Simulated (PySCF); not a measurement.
C4H7BO, SMILES C#CB(O)CC. Geometry optimised at B3LYP-D3(BJ)/def2-SVP. This is a generated structure with no PubChem entry under its InChIKey; it may be hypothetical. Other conformers were not sampled.

Computed equilibrium geometry at B3LYP-D3(BJ)/def2-SVP (PySCF confirms it by a frequency run) as Cartesian coordinates in Å (one conformer of several):
```xyz
13

C      2.1561    -1.1251     0.5029
C      1.2582    -0.3917     0.1291
B      0.1091     0.5300    -0.3402
O      0.3935     1.7856    -0.7803
C     -1.3889     0.0453    -0.3568
C     -1.8049    -0.8920     0.7842
H      2.9461    -1.7743     0.8337
H      1.3389     1.9859    -0.7694
H     -1.5188    -0.4795    -1.3259
H     -2.0516     0.9260    -0.4132
H     -1.7214    -0.3939     1.7642
H     -1.1629    -1.7864     0.8216
H     -2.8475    -1.2316     0.6763
```
